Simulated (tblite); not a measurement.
Species: C7H13BSe.
Bonds: C1–Se2, Se2–C3, C3–B4, B4–C5, C5–C6 (triple), C6–C7, C7–C8, C7–C9. Hydrogens: H10, H11, H12 on C1; H13, H14 on C3; H15 on B4; H16 on C7; H17, H18, H19 on C8; H20, H21, H22 on C9.

Computed with GFN2-xTB (tblite), gas phase: L-BFGS steps from a force-field or distance-geometry start until the largest atomic force falls under 0.01 eV/Å.

Step 20: E = -705.9769 eV
```
atom  x, y, z in Å  |  force x, y, z in eV/Å
C1      4.8206   -0.6201    0.7468   -0.049   0.022  -0.005
Se2     2.9376   -1.0591    0.3726   -0.023  -0.004   0.012
C3      2.3473    0.6481   -0.4938   -0.032   0.060  -0.066
B4      1.1690    1.2577    0.3606   -0.046  -0.021   0.037
C5     -0.1828    0.6205    0.2920    0.081   0.071   0.052
C6     -1.2922    0.1391    0.2718   -0.105  -0.095  -0.014
C7     -2.6288   -0.4163    0.1541    0.051   0.003   0.026
C8     -2.7502   -1.1895   -1.1629   -0.034   0.007   0.024
C9     -3.6582    0.7190    0.2533    0.089  -0.062   0.007
H10     5.4700   -1.2195    0.1165    0.006  -0.034  -0.042
H11     4.9775    0.4338    0.5478    0.002   0.048   0.016
H12     5.0163   -0.8348    1.7911    0.049  -0.018   0.079
H13     2.0347    0.3647   -1.4984    0.023  -0.041  -0.060
H14     3.2450    1.2615   -0.5669   -0.031  -0.014   0.016
H15     1.3215    2.1985    1.0440    0.081  -0.018   0.022
H16    -2.7884   -1.1199    0.9848    0.055   0.062  -0.065
H17    -1.9525   -1.9256   -1.2303   -0.022  -0.024  -0.052
H18    -2.6773   -0.5158   -2.0147    0.027   0.008   0.034
H19    -3.7097   -1.7012   -1.2059    0.011  -0.013  -0.025
H20    -4.6205    0.3860   -0.1331    0.033   0.049   0.055
H21    -3.7750    1.0143    1.2957   -0.022   0.101  -0.121
H22    -3.3142    1.5779   -0.3267   -0.144  -0.087   0.071
```

Step 21: E = -705.9808 eV
```
atom  x, y, z in Å  |  force x, y, z in eV/Å
C1      4.8141   -0.6175    0.7488   -0.014   0.024  -0.011
Se2     2.9322   -1.0585    0.3791   -0.062   0.031  -0.001
C3      2.3439    0.6507   -0.4984    0.037  -0.032  -0.052
B4      1.1687    1.2547    0.3601   -0.014  -0.015   0.029
C5     -0.1835    0.6214    0.2868    0.064   0.073   0.052
C6     -1.2918    0.1384    0.2626   -0.096  -0.054   0.032
C7     -2.6289   -0.4149    0.1535    0.035  -0.002  -0.006
C8     -2.7476   -1.1887   -1.1626   -0.042  -0.025  -0.020
C9     -3.6593    0.7206    0.2543    0.082  -0.063   0.017
H10     5.4615   -1.2153    0.1144    0.007  -0.028  -0.043
H11     4.9667    0.4371    0.5470    0.011   0.032   0.032
H12     5.0200   -0.8330    1.7917    0.024  -0.005   0.062
H13     2.0377    0.3624   -1.5035    0.022  -0.031  -0.052
H14     3.2469    1.2569   -0.5640   -0.050   0.004  -0.004
H15     1.3324    2.1848    1.0535    0.060   0.002   0.042
H16    -2.7814   -1.1192    0.9860    0.033   0.083  -0.080
H17    -1.9505   -1.9257   -1.2288   -0.008  -0.028  -0.035
H18    -2.6682   -0.5177   -2.0161    0.007   0.018   0.045
H19    -3.7051   -1.7032   -1.2117   -0.009   0.001  -0.017
H20    -4.6274    0.3858   -0.1180    0.066   0.041   0.046
H21    -3.7664    1.0208    1.2965   -0.016   0.102  -0.120
H22    -3.3243    1.5794   -0.3330   -0.137  -0.129   0.085
```

Step 22: E = -705.9845 eV
```
atom  x, y, z in Å  |  force x, y, z in eV/Å
C1      4.8071   -0.6144    0.7505    0.027   0.015  -0.006
Se2     2.9251   -1.0576    0.3862   -0.078   0.067  -0.009
C3      2.3412    0.6524   -0.5037    0.071  -0.108  -0.029
B4      1.1686    1.2516    0.3596    0.033  -0.006   0.020
C5     -0.1843    0.6234    0.2813    0.017   0.058   0.052
C6     -1.2918    0.1382    0.2543   -0.033   0.006   0.063
C7     -2.6282   -0.4135    0.1520    0.011  -0.012  -0.041
C8     -2.7452   -1.1886   -1.1628   -0.029  -0.049  -0.057
C9     -3.6591    0.7206    0.2560    0.038  -0.048   0.023
H10     5.4526   -1.2111    0.1114   -0.006  -0.009  -0.029
H11     4.9553    0.4413    0.5467    0.018   0.004   0.049
H12     5.0233   -0.8308    1.7927   -0.005   0.010   0.018
H13     2.0417    0.3592   -1.5093    0.018  -0.018  -0.043
H14     3.2487    1.2521   -0.5614   -0.059   0.025  -0.024
H15     1.3438    2.1700    1.0650    0.040   0.009   0.050
H16    -2.7744   -1.1167    0.9852    0.009   0.065  -0.057
H17    -1.9483   -1.9260   -1.2271    0.000  -0.031  -0.019
H18    -2.6584   -0.5197   -2.0171   -0.014   0.029   0.042
H19    -3.7007   -1.7052   -1.2179   -0.032   0.014  -0.009
H20    -4.6331    0.3864   -0.1009    0.071   0.007   0.028
H21    -3.7571    1.0293    1.2956   -0.003   0.093  -0.077
H22    -3.3372    1.5786   -0.3380   -0.095  -0.121   0.056
```

**Question.** Estimate the geometry and energy of step 23. (The exact step hangs on the optimiser's Hessian estimate; all steps are aligned on step 22, rigid shifts and turns removed.)

**Answer.** E = -705.9876 eV, largest force 0.145 eV/Å
```
atom  x, y, z in Å  |  force x, y, z in eV/Å
C1      4.8007   -0.6113    0.7518    0.047   0.002   0.002
Se2     2.9167   -1.0559    0.3932   -0.061   0.082  -0.004
C3      2.3403    0.6517   -0.5089    0.061  -0.131  -0.005
B4      1.1696    1.2483    0.3595    0.070   0.001   0.010
C5     -0.1851    0.6263    0.2758   -0.025   0.041   0.054
C6     -1.2921    0.1393    0.2479    0.041   0.058   0.073
C7     -2.6274   -0.4121    0.1493   -0.004  -0.019  -0.059
C8     -2.7429   -1.1892   -1.1640   -0.007  -0.052  -0.067
C9     -3.6585    0.7194    0.2581   -0.016  -0.025   0.023
H10     5.4440   -1.2069    0.1077   -0.022   0.012  -0.009
H11     4.9443    0.4455    0.5471    0.026  -0.019   0.058
H12     5.0255   -0.8282    1.7935   -0.029   0.017  -0.027
H13     2.0462    0.3556   -1.5153    0.015  -0.010  -0.032
H14     3.2499    1.2478   -0.5597   -0.054   0.038  -0.042
H15     1.3544    2.1555    1.0776    0.027   0.000   0.043
H16    -2.7682   -1.1128    0.9829   -0.011   0.020  -0.015
H17    -1.9457   -1.9267   -1.2249   -0.001  -0.034  -0.012
H18    -2.6493   -0.5213   -2.0178   -0.030   0.036   0.025
H19    -3.6971   -1.7068   -1.2240   -0.049   0.021  -0.003
H20    -4.6373    0.3869   -0.0837    0.047  -0.041   0.010
H21    -3.7475    1.0389    1.2940    0.012   0.074  -0.016
H22    -3.3509    1.5754   -0.3419   -0.037  -0.072  -0.005
```

The energy changes by -0.0032 eV. The first-order estimate −F·Δx gives -0.0044 eV and the mean of the old and new forces, exact on a quadratic surface, -0.0032 eV. The step makes an angle of 74° with the force vector and moves no atom by more than 0.022 Å.

What follows is the cost of the whole relaxation. Time: 2.5 s of wall time. Hardware: Arm Neoverse N1, one thread, shared host with 64 logical CPUs at a one-minute load of 56.
